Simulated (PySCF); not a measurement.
**PdSe: from constants to spectrum**

PBE0 constants of PdSe, ³Σ⁻ (triplet), unpaired electrons π ↑↑ (PySCF, spin-free X2C with a Gaussian nucleus, basis sets Pd x2c-TZVPPall, Se x2c-TZVPPall; masses 105.9035 and 79.9165 u):

- ωe: 305.9 cm⁻¹
- ωexe: 0.992 cm⁻¹
- Be: 0.074807 cm⁻¹
- αe: 0.000294 cm⁻¹
- D (centrifugal): 1.79e-08 cm⁻¹
- De to Pd (4d10) + Se: 2.47 eV

Question: Give the vibrational terms G(v) and spacings up to v = 6.

Answer: G(v) = ωe(v+½) − ωexe(v+½)².

```json
{"v": "0", "G(v) (cm⁻¹)": "152.7", "G(v) − G(v−1)": "", "Bv (cm⁻¹)": "0.07466"}
{"v": "1", "G(v) (cm⁻¹)": "456.6", "G(v) − G(v−1)": "303.9", "Bv (cm⁻¹)": "0.07437"}
{"v": "2", "G(v) (cm⁻¹)": "758.5", "G(v) − G(v−1)": "301.9", "Bv (cm⁻¹)": "0.07407"}
{"v": "3", "G(v) (cm⁻¹)": "1058.5", "G(v) − G(v−1)": "299.9", "Bv (cm⁻¹)": "0.07378"}
{"v": "4", "G(v) (cm⁻¹)": "1356.5", "G(v) − G(v−1)": "298.0", "Bv (cm⁻¹)": "0.07348"}
{"v": "5", "G(v) (cm⁻¹)": "1652.4", "G(v) − G(v−1)": "296.0", "Bv (cm⁻¹)": "0.07319"}
{"v": "6", "G(v) (cm⁻¹)": "1946.4", "G(v) − G(v−1)": "294.0", "Bv (cm⁻¹)": "0.07290"}
```

Question: How well does the Morse estimate ωe²/(4ωexe) reproduce De, and what is D0?

Answer: It gives 2.92 eV, 118 % of the computed De. D0 = De − G(0) = 2.47 − 0.02 = 2.45 eV.

The metal atom is held in its measured ground configuration; semilocal functionals can put another filling of s and d lower by some tenths of an eV, and De to that atom would be smaller. These are scalar-relativistic numbers at best; spin–orbit coupling would shift them, the dissociation energy most. With d or f electrons several states lie close, and the lowest PBE0 determinant need not be the measured ground state.
